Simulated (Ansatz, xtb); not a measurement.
**C2H8GeSi2: which of two isomers lies lower**

We compare a, `C#[C][GeH]([SiH3])[SiH3]`, a singlet, with b, `C#C[SiH2][GeH2][SiH3]`, a singlet. Both are isolated molecules in the gas phase, relaxed with B3LYP-D3(BJ)/def2-SVP, each in the lowest conformer that the search found.

Question: Which of the two would you expect CCSD(T)/def2-SVP + ΔMP2/def2-TZVPP electronic energies to favour?

Answer: Structure b; the calculation gives E(b) − E(a) = −3.1 kcal/mol.

How the difference moves with the method:

```json
{"level": "GFN2-xTB", "geometry": "GFN2-xTB", "E(b) − E(a) (kcal/mol)": "+2.3", "departure from the last row (kcal/mol)": "+5.5", "job, with rough time for the two": "optimisation, 0.82 s"}
{"level": "HF/STO-3G", "geometry": "GFN2-xTB", "E(b) − E(a) (kcal/mol)": "−0.9", "departure from the last row (kcal/mol)": "+2.3", "job, with rough time for the two": "single point, 3.8 s"}
{"level": "r2SCAN-D4/def2-SVP", "geometry": "GFN2-xTB", "E(b) − E(a) (kcal/mol)": "−4.6", "departure from the last row (kcal/mol)": "−1.4", "job, with rough time for the two": "single point, 13 s"}
{"level": "B3LYP-D3(BJ)/def2-SVP", "geometry": "B3LYP-D3(BJ)/def2-SVP", "E(b) − E(a) (kcal/mol)": "−4.2", "departure from the last row (kcal/mol)": "−1.1", "job, with rough time for the two": "optimisation, 4.1 min"}
{"level": "HF/def2-SVP", "geometry": "B3LYP-D3(BJ)/def2-SVP", "E(b) − E(a) (kcal/mol)": "−4.0", "departure from the last row (kcal/mol)": "−0.9", "job, with rough time for the two": "part of the CCSD(T) run"}
{"level": "MP2/def2-SVP", "geometry": "B3LYP-D3(BJ)/def2-SVP", "E(b) − E(a) (kcal/mol)": "−3.5", "departure from the last row (kcal/mol)": "−0.4", "job, with rough time for the two": "part of the CCSD(T) run"}
{"level": "CCSD(T)/def2-SVP", "geometry": "B3LYP-D3(BJ)/def2-SVP", "E(b) − E(a) (kcal/mol)": "−3.6", "departure from the last row (kcal/mol)": "−0.4", "job, with rough time for the two": "single point"}
{"level": "CCSD(T)/def2-SVP + ΔMP2/def2-TZVPP", "geometry": "B3LYP-D3(BJ)/def2-SVP", "E(b) − E(a) (kcal/mol)": "−3.1", "departure from the last row (kcal/mol)": "", "job, with rough time for the two": "single point, 2.5 min"}
```

As drawn, b has 1 C–Si, 1 Ge–H in place of 1 C–Ge, 1 Si–H.

GFN2-xTB puts the two in the other order. The largest departure from CCSD(T)/def2-SVP + ΔMP2/def2-TZVPP is that of GFN2-xTB, 5.5 kcal/mol. A small imaginary or near-zero mode remains, so no thermal terms are given. The last row adds to CCSD(T) the change of the MP2 difference between the two basis sets, here +0.4 kcal/mol.

The correlated steps freeze 21 core orbitals; the filled d shell of Ge is correlated, in a basis made for valence electrons. Programs: Ansatz 0.2.0, xtb 6.7.1; the last row on 2 threads of Intel(R) Xeon(R) Processor @ 2.50GHz (Skylake/Cascade Lake) on a shared host.
